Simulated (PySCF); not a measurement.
Isomers of C2H5B. Isolated molecules, 0 K electronic values unless said otherwise. One relaxed conformer stands for each flexible species; it need not be the lowest. Strings in code marks are SMILES.

The four lowest singlet excitations (Tamm–Dancoff). Computed with PBE-D3(BJ)/def2-TZVP // PBE0-D4/def2-TZVP (PySCF 2.14.0). Excitations are Tamm–Dancoff values on a coarser integration grid. The basis has no diffuse functions, so Rydberg states are missing or too high.

```json
[
 {"state": "S1", "energy (eV)": "3.98", "wavelength (nm)": "311", "oscillator strength": "0.000"},
 {"state": "S2", "energy (eV)": "4.61", "wavelength (nm)": "269", "oscillator strength": "0.000"},
 {"state": "S3", "energy (eV)": "6.75", "wavelength (nm)": "184", "oscillator strength": "0.006"},
 {"state": "S4", "energy (eV)": "6.83", "wavelength (nm)": "182", "oscillator strength": "0.033"}
]
```

Q: Name which member gives these states.
(A) `BC=C`
(B) `[H]/B=C/C`
(C) `B1CC1`

A: C, `B1CC1`
